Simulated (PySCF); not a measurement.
## Polarisability and C₆ of Zn(3+) (zinc, charge +3)

[Ar] 3d9, 2D determinant. Computed with PySCF 2.14 in aug-cc-pVTZ-PP with ECP10MDF (6s6p5d3f2g, 88 functions), with a scalar-relativistic core potential. Coupled (time-dependent) response in atomic units; α is the mean over directions.

| method | mean α (bohr³) | α xx, yy, zz | C₆ (like pair) | S(−4) |
| --- | --- | --- | --- | --- |
| CAM-B3LYP | 1.448 | 1.408, 1.408, 1.527 | 3.224 | 0.7043 |

S(−4) is the Cauchy moment in α(ω) = α(0) + S(−4) ω² + …

α(iu) at CAM-B3LYP:

```
u (hartree)  α(iu) (bohr³)
          0          1.448
     0.0500          1.446
      0.100          1.441
      0.200          1.421
      0.300          1.390
      0.500          1.305
      0.750          1.184
       1.00          1.067
       1.50         0.8714
       2.00         0.7208
       3.00         0.5119
       5.00         0.2932
```

A single London oscillator, α(iu) = α/(1 + u²/ω²), gives C₆ = (3/4) ω α². Matching the computed C₆ needs ω = 4 × 3.224 / (3 × 1.448²) = 2.05 hartree.

For an ion, C₆ is the dispersion term alone; charge-induced terms of lower order in 1/R come first.

The components differ because the open shell of this determinant is not spherical; for a pure term their mean is the scalar polarisability.

Energies and moments cover only the electrons outside the core potential.
